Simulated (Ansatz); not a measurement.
MO3F with several metals: PBE-D4/def2-SVP single points in Ansatz on relaxed structures, gas phase. Core potentials for Re, Tc, no spin–orbit coupling. Binding counts from free atoms in the multiplicity of their measured ground term, without zero-point energy. The structures are stationary points that may keep the symmetry of their start. Remarks come from the PBE and PBE0 runs and from stability tests at other levels; not every state was tested.

```
species  atoms    state            geometry  HOMO (eV)  LUMO (eV)  gap (eV)  binding per atom (eV)  point group (within 0.1 Å)                        remarks
  ReO3F      5  singlet    PBE0-D4/def2-SVP      -8.50      -3.84      4.66                   5.29                         C3v                              –
  TcO3F      5  singlet  r2SCAN-D4/def2-SVP      -8.55      -4.65      3.91                   5.12                         C3v  restricted SCF unstable in HF
```

Estimate the rows for MnO3F (singlet, B3LYP-D4/def2-SVP geometry).


| species | atoms | state | geometry | HOMO (eV) | LUMO (eV) | gap (eV) | binding per atom (eV) | point group (within 0.1 Å) | remarks |
| --- | --- | --- | --- | --- | --- | --- | --- | --- | --- |
| MnO3F | 5 | singlet | B3LYP-D4/def2-SVP | -8.47 | -6.14 | 2.33 | 4.18 | C3v | restricted SCF unstable in HF |

The gap (eV) runs from 2.33 (MnO3F) to 4.66 (ReO3F).
